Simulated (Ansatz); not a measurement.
Reaction (formal exchange of groups at the Al–C bond): `[AlH2][CH2]CBr` + `COC` → `CO[CH2][AlH2]` + `CCBr`

Isolated molecules relaxed with PBE0-D4/def2-TZVP in Ansatz; ΔE leaves out vibrations. CCSD(T)/CBS is the MP2 limit (def2-TZVPP, def2-QZVPP) plus CCSD(T) − MP2 in def2-TZVPP, frozen cores. Functionals use def2-TZVPP. For Br outer-core shells are correlated without core-valence functions, which leaves a few kJ/mol of doubt a bond. Scalar relativity is left out up to krypton. One conformer a species, not always the lowest.

```
             level  ΔE (kJ/mol)
            PBE-D4         11.5
           ωB97X-V          9.2
     HF/def2-TZVPP         10.0
SCS-MP2/def2-QZVPP         11.3
```

Question: What does CCSD(T)/CBS give? (Estimate.)

Answer: The calculation gave: +10.9 kJ/mol. The listed levels differ from it by 0.6, -1.7, -0.9, 0.4 kJ/mol.

Largest T1 diagnostic among the species: 0.010.
